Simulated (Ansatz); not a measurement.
Reaction: BN2H5 (SMILES NBN) → BN2H4 (SMILES [NH]BN, doublet) + H (doublet) (the H-N bond breaks)
Each species at its own B3LYP-D3(BJ)/def2-TZVP minimum (Ansatz, an electronic-structure program), one conformer.

Property: bond dissociation energy (electronic), in kJ/mol. Open shells are spin-unrestricted; no spin-orbit coupling. CBS(X,Y): correlation extrapolated as X^-3, Hartree-Fock from the larger set. A bracket is a step between two methods taken in the basis named. Functionals run without relativity, which enters their misses. '+ core + X2C': CCSD(T) terms for core correlation (cc-pwCVTZ) and scalar relativity (cc-pVTZ-DK). For partners of very few electrons the exact lower level stands in for a higher one.

CCSD(T)/CBS(cc-pVTZ,cc-pVQZ) + [CCSDT(Q) - CCSD(T)]/cc-pVDZ + core + X2C (Ansatz) gives 509.1 kJ/mol.

What does PBE/def2-TZVPD (Ansatz) give here, and how do the other levels compare?

PBE gives 485.9 kJ/mol, 23.2 kJ/mol below it. Differences of the others: B3LYP/def2-TZVPD (Ansatz) -18.5; PBE0/def2-TZVPD (Ansatz) -21.3; CCSD(T)/CBS(cc-pVTZ,cc-pVQZ) + core + X2C (Ansatz) 0.4 kJ/mol. Nearer than PBE: B3LYP/def2-TZVPD, PBE0/def2-TZVPD, CCSD(T)/CBS(cc-pVTZ,cc-pVQZ) + core + X2C.
